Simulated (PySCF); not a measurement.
iodine monochloride (ClI), SMILES ClI.

Coordinates come from a B3LYP-D3(BJ)/def2-TZVP optimisation. The def2 effective core potentials stand for the cores of I; spin–orbit coupling is left out.

Calculation: B3LYP-D3(BJ)/def2-TZVP (PySCF).

Frequencies are harmonic and unscaled.

Q: List the normal modes with their intensities. (An estimate is asked for; the answer gives what the named calculation found.)

A: 
| mode | ν (cm⁻¹) | IR (km/mol) | moving atoms (share of kinetic energy) |
|---|---|---|---|
| 1 | 375 | 7.1 | Cl 78 %, I 22 % |
